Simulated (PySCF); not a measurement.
This PySCF input asks for the NMR shieldings of `CC/C=C/[SiH2]N[SiH2]C`, C5H15NSi2; the geometry comes from GFN2-xTB.

```python
import basis_set_exchange as bse
import numpy as np
from pyscf import gto, dft
from pyscf.prop import nmr

atoms = """
C     4.216279    1.046274   -0.764778
C     3.348929    0.920121    0.487637
C     2.275586   -0.104570    0.298342
C     0.972441    0.112717    0.407406
Si   -0.332764   -1.214491    0.160655
N    -1.839299   -0.384423   -0.033850
Si   -3.397108   -1.077243   -0.318060
C    -4.628563    0.354197   -0.479004
H     3.610710    1.360524   -1.612069
H     4.675037    0.090068   -1.007413
H     5.004809    1.779598   -0.611111
H     3.982433    0.619846    1.328396
H     2.903407    1.887826    0.728661
H     2.632072   -1.093597    0.038410
H     0.650710    1.115569    0.669419
H    -0.070898   -2.015065   -1.041324
H    -0.407272   -2.110379    1.324227
H    -1.814182    0.614904    0.083861
H    -3.349496   -1.867287   -1.553880
H    -3.770191   -1.950793    0.803105
H    -5.633461   -0.024380   -0.634734
H    -4.646757    0.970104    0.415520
H    -4.387173    0.997462   -1.320219
"""
names = dict.fromkeys(["C", "Si", "N", "H"], "pcSseg-1")
basis = {el: gto.basis.parse(bse.get_basis(n, elements=[el], fmt="nwchem")) for el, n in names.items()}
mol = gto.M(atom=atoms, basis=basis, charge=0, verbose=0)
mf = dft.RKS(mol, xc="PBE0")
mf.grids.level = 2
mf.grids.alignment = dft.numint.BLKSIZE   # the property module wants whole blocks of grid points
mf.conv_tol = 1e-9
mf.kernel()

calc = nmr.RKS(mf)   # GIAO
C = mf.mo_coeff
Co = C[:, mf.mo_occ > 0]
resp = mf.gen_response(singlet=True, hermi=2)
def vind(x):   # induced exchange potential for any number of trial vectors
    d = np.einsum("pi,xij,qj->xpq", C, 2 * x.reshape(-1, C.shape[1], Co.shape[1]), Co, optimize=True)
    return np.einsum("xpq,pi,qj->xij", resp(d - d.transpose(0, 2, 1)), C, Co, optimize=True).ravel()
mo1, _ = nmr.rhf.solve_mo1(calc, with_cphf=vind)
sigma = calc.kernel(mo1)
for i, s in enumerate(sigma):   # ppm
    w = np.linalg.eigvalsh((s + s.T) / 2)
    print("%2d %-2s iso %8.1f  s11 %8.1f  s22 %8.1f  s33 %8.1f" % (i, mol.atom_pure_symbol(i), w.mean(), *w))
```

Problem. What are the results?

Solution. 
```
 0 C  iso    170.3  s11    160.6  s22    164.8  s33    185.5
 1 C  iso    149.5  s11    137.5  s22    141.4  s33    169.5
 2 C  iso     24.0  s11   -107.4  s22     30.2  s33    149.3
 3 C  iso     57.4  s11    -47.1  s22     73.9  s33    145.5
 4 Si iso    391.6  s11    351.2  s22    374.1  s33    449.4
 5 N  iso    263.3  s11    223.1  s22    280.4  s33    286.2
 6 Si iso    383.6  s11    354.5  s22    362.8  s33    433.4
 7 C  iso    191.0  s11    181.7  s22    192.3  s33    199.1
 8 H  iso     30.8  s11     26.9  s22     29.5  s33     35.9
 9 H  iso     30.6  s11     26.8  s22     28.8  s33     36.3
10 H  iso     30.5  s11     26.2  s22     27.6  s33     37.6
11 H  iso     29.3  s11     25.4  s22     28.1  s33     34.4
12 H  iso     29.7  s11     25.9  s22     29.7  s33     33.4
13 H  iso     25.4  s11     21.8  s22     24.2  s33     30.0
14 H  iso     26.0  s11     22.6  s22     25.0  s33     30.5
15 H  iso     26.6  s11     23.1  s22     25.7  s33     31.0
16 H  iso     26.5  s11     22.7  s22     25.6  s33     31.2
17 H  iso     32.3  s11     22.4  s22     32.1  s33     42.5
18 H  iso     26.8  s11     23.2  s22     25.4  s33     31.8
19 H  iso     26.8  s11     23.1  s22     25.2  s33     32.0
20 H  iso     31.6  s11     27.3  s22     27.8  s33     39.8
21 H  iso     31.4  s11     27.2  s22     29.3  s33     37.8
22 H  iso     31.4  s11     27.1  s22     29.2  s33     37.8
```

These numbers come from an equivalent density-fitted implementation of the same equations, which agrees with the script to about 0.01 ppm for H and up to a few tenths of a ppm for heavy atoms, so last digits may differ.

Problem. Turn these shieldings into chemical shifts. References, each an isolated molecule treated in the same way: TMS for $^{13}$C (σ = 186.93 ppm) and $^{29}$Si (σ = 349.16 ppm) and $^{1}$H (σ = 31.72 ppm); NH3 for $^{15}$N (σ = 267.73 ppm).

Solution. Averaging equivalent atoms: C 2: 162.9; C 3: 129.5; C 1: 37.4; C 0: 16.6; C 7: -4.1; Si 6: -34.4; Si 4: -42.4; N 5: 4.5; H 13: 6.36; H 14: 5.69; H 15/16: 5.16; H 18/19: 4.94; H 11/12: 2.24; H 8/9/10: 1.10; H 20/21/22: 0.25; H 17: -0.63 ppm. Experimental scales use liquid or dissolved standards, which lie at an offset from isolated NH3 (liquid NH3: subtract about 20 ppm).

Size and cost of the density-fitted run: 225 basis functions, 97 s wall time on 1 thread of an Arm Neoverse N1, shared host; peak memory 1 GiB.
